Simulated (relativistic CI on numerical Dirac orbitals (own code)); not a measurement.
**The spin-orbit constant of As II from its measured fine structure**

Problem. The ground term ³P of As II (4s²4p²) has the measured levels J = 0: 0.0, J = 1: 1063.5, J = 2: 2541.3 cm⁻¹ (NIST Handbook of Basic Atomic Spectroscopic Data (Sansonetti and Martin, J. Phys. Chem. Ref. Data 34, 1559 (2005))). Test the interval rule and estimate ζ(4p).

Working.
1. In LS coupling E(J) − E(J − 1) = AJ. The intervals give A = 1063.5 (J = 1), 738.9 (J = 2) cm⁻¹.
2. These values spread by 38 % of their mean, from second-order spin-orbit mixing with other terms and from spin-spin terms.
3. The whole width divided by the sum of the upper J values gives a mean A = 847.1 cm⁻¹.
4. For the Hund term of a shell that is less than half full, A = +ζ/2S with 2S = 2, so ζ = 1694 cm⁻¹.

Check. The value calculated from Dirac-Coulomb-Breit radial functions of this configuration is ζ = 1630 cm⁻¹, 4 % below the estimate from measurement. The same recipe applied to the calculated levels returns 1625 cm⁻¹, which shows the bias of the recipe itself. Where the interval rule fails, the estimate is only rough.
